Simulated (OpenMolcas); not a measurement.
# Ar6+: effect of correlating more closed shells

| Property | Result |
| --- | --- |
| Program | OpenMolcas |
| Basis | ANO-RCC-VQZP [6s5p3d2f1g] |
| Scalar Hamiltonian | DKH2, point nucleus |
| Active space | 2 electrons in 8 orbitals (3s 3p 4s 4p) |
| State averaging | 2S+1 = 3 even, 3 roots; 2S+1 = 1 even, 6 roots; 2S+1 = 3 odd, 3 roots; 2S+1 = 1 odd, 3 roots |
| Spin-orbit coupling | RASSI with atomic mean-field integrals over the reference wave functions, term energies averaged over their components |

Methods on the same reference wave functions:
A. CASSCF
B. SS-CASPT2, IPEA 0.25 Eh, imaginary shift 0.1 Eh (closed shells correlated: none)
C. SS-CASPT2, IPEA 0.25 Eh, imaginary shift 0.1 Eh (closed shells correlated: 2s 2p)

Energies in eV above 3s2 1S0, the measured ground level; measured values from Saloman, J. Phys. Chem. Ref. Data 39, 033101 (2010).

| Level | A | B | C | Measured |
| --- | --- | --- | --- | --- |
| 3s2 1S0 | 0.0000 | 0.0000 | 0.0000 | 0.0000 |
| 3s 3p 3P* 0 | 14.0441 | 13.947 | 13.998 | 14.0227 |
| 3s 3p 3P* 1 | 14.1362 | 14.039 | 14.090 | 14.1225 |
| 3s 3p 3P* 2 | 14.3262 | 14.229 | 14.280 | 14.3313 |
| 3s 3p 1P* 1 | 23.1760 | 21.663 | 21.569 | 21.1668 |

Deviations, from unrounded energies. A percentage is the sum of absolute deviations over the sum of measured energies, with the sign that they share, or ± where signs differ.

```
           Against measurement  Levels     A     B     C
mean absolute deviation (cm-1)       4  4100  1500  1000
      other configurations (%)       4  ±3.2  ±1.2  ±0.8
```

C lies closest to measurement on these levels and A furthest from it. The largest miss of C in the table is 3s 3p 1P* 1, by +3200 cm-1. The ranking rests on the paired levels alone, and a cruder setting can come out closer through cancelling errors.

Between B and C the level of the table that moves most is 3s 3p 1P* 1, by 760 cm-1 (lowest in C, highest in B).

The lowest spin-free term lies below A's lowest term by 0.004 hartree in B, 0.069 hartree in C.

What an inner shell adds also hangs on whether the basis holds functions to correlate it.

Over all roots computed the reference weight is 0.93 to 1.00 in B, 0.93 to 1.00 in C; the roots of lowest weight are the least certain, and an intruder state may touch them. Active for correlation alone: 4p 4s; no level in the range computed is led by a configuration that fills them, so any true level of that kind is missing. Computed and measured levels are paired by configuration, term and J; levels that our copy of the source lacks, or whose pairing is in doubt (as where it misses far off the trend of its configuration), stay unpaired and out of the deviations. Levels of configurations outside the active space are missing. The table leaves out levels that lie high or whose names do not pair safely across all columns.

* marks odd parity.
